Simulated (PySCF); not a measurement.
This PySCF input asks for the NMR shieldings of SMILES C=CCNC(=O)C=O, C5H7NO2; the geometry comes from GFN2-xTB.

```python
import basis_set_exchange as bse
import numpy as np
from pyscf import gto, dft
from pyscf.prop import nmr

atoms = """
C    -2.833566   -0.203467   -0.471812
C    -1.601431    0.264700   -0.527015
C    -0.679604    0.340823    0.652746
N     0.604979   -0.254743    0.362024
C     1.764765    0.420178    0.397903
O     1.895771    1.590989    0.693567
C     2.954876   -0.456153    0.030399
O     2.857224   -1.610051   -0.286979
H    -3.259220   -0.571032    0.447708
H    -3.473794   -0.227634   -1.336421
H    -1.185634    0.632544   -1.455175
H    -1.130340   -0.154574    1.519234
H    -0.476403    1.387570    0.905025
H     0.637640   -1.225065    0.077853
H     3.920324    0.073902    0.084133
"""
names = dict.fromkeys(["C", "N", "O", "H"], "pcSseg-1")
basis = {el: gto.basis.parse(bse.get_basis(n, elements=[el], fmt="nwchem")) for el, n in names.items()}
mol = gto.M(atom=atoms, basis=basis, charge=0, verbose=0)
mf = dft.RKS(mol, xc="PBE0")
mf.grids.level = 2
mf.grids.alignment = dft.numint.BLKSIZE   # the property module wants whole blocks of grid points
mf.conv_tol = 1e-9
mf.kernel()

calc = nmr.RKS(mf)   # GIAO
C = mf.mo_coeff
Co = C[:, mf.mo_occ > 0]
resp = mf.gen_response(singlet=True, hermi=2)
def vind(x):   # induced exchange potential for any number of trial vectors
    d = np.einsum("pi,xij,qj->xpq", C, 2 * x.reshape(-1, C.shape[1], Co.shape[1]), Co, optimize=True)
    return np.einsum("xpq,pi,qj->xij", resp(d - d.transpose(0, 2, 1)), C, Co, optimize=True).ravel()
mo1, _ = nmr.rhf.solve_mo1(calc, with_cphf=vind)
sigma = calc.kernel(mo1)
for i, s in enumerate(sigma):   # ppm
    print("%2d %-2s %9.2f" % (i, mol.atom_pure_symbol(i), np.trace(s) / 3))
```

Problem. Give the expected output.

Solution. 
```
 0 C      62.27
 1 C      41.94
 2 C     141.36
 3 N     139.91
 4 C      26.66
 5 O     -53.59
 6 C     -11.98
 7 O    -354.05
 8 H      26.11
 9 H      26.22
10 H      25.76
11 H      28.44
12 H      26.55
13 H      25.46
14 H      22.28
```

These numbers come from an equivalent density-fitted implementation of the same equations, which agrees with the script to about 0.01 ppm for H and up to a few tenths of a ppm for heavy atoms, so last digits may differ.

Problem. Turn these shieldings into chemical shifts. Scale: $^{13}$C (186.93 ppm) and $^{1}$H (31.72 ppm) vs TMS; $^{15}$N (267.73 ppm) vs NH3; H2O for $^{17}$O (336.08 ppm) (reference shieldings calculated alike).

Solution. Averaging equivalent atoms: C 6: 198.9; C 4: 160.3; C 1: 145.0; C 0: 124.7; C 2: 45.6; N 3: 127.8; O 7: 690.1; O 5: 389.7; H 14: 9.44; H 13: 6.26; H 10: 5.95; H 8: 5.61; H 9: 5.49; H 11/12: 4.22 ppm. Unscaled 17O shifts of doubly bonded oxygen tend to come out too high, by tens of ppm or more. Experimental scales use liquid or dissolved standards, which lie at an offset from isolated NH3 (liquid NH3: subtract about 20 ppm) and H2O (liquid H2O: subtract about 36 ppm).

Size and cost of the density-fitted run: 171 basis functions, 42 s wall time on 1 thread of an Arm Neoverse N1, shared host; peak memory 0.86 GiB.
